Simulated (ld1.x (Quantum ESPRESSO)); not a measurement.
# Sn: one change to a TM potential, before and after

- Element: tin (Sn)
- Generator: ld1.x (Quantum ESPRESSO) 7.5
- Type: norm-conserving Troullier–Martins (Kleinman–Bylander form)
- Functional: LDA (PZ)
- Relativity: scalar-relativistic
- Frozen core: [Kr] 4d10
- Valence charge: 4
- Reference configuration: 5s2 5p2
- Partial waves: 5p (bound): rc 2.60 bohr; 5s (bound): rc 1.70 bohr
- Local potential: the s channel
- Core correction: Bessel-smoothed model core, default radius (core density twice the valence density)

Change: core [Kr], valence charge 14; reference 4d10 5s2 5p1; waves now 5s (bound): rc 1.85 bohr; 5p (bound): rc 2.10 bohr; 4d (bound): rc 0.95 bohr; local potential the d channel; core correction Bessel-smoothed model core inside 0.75 bohr.

Cutoffs: the cutoffs (Ry, on a coarse ladder) from which the occupation-weighted sum of valence levels, in a spherical-Bessel basis at the reference potential, stays within 10 and 1 mRy of its value at 400 Ry; they do not see the model core or the augmentation charge, which bear on the density cutoff. Errors are all-electron minus pseudo energies relative to the spin-unpolarised reference configuration.

Question: What does the change do?

Answer: The potential gets harder (25 Ry and 55 Ry → 120 Ry and 180 Ry); a bound ghost appears in p, s, which as a rule spoils a file. The added semicore shells are compact, so their waves need more plane waves. Several settings change at once here, so the effects cannot be laid on one of them.

| quantity | base | changed |
| --- | --- | --- |
| cutoff, loose | 25 Ry | 120 Ry |
| cutoff, tight | 55 Ry | 180 Ry |
| bound ghosts | none | s, p |
| largest error over its own tests, meV | -333 | -219 |

 A true bound ghost makes a file unfit for plane-wave use even where its test errors are small: the radial tests pick states by their node count and pass the ghost by.
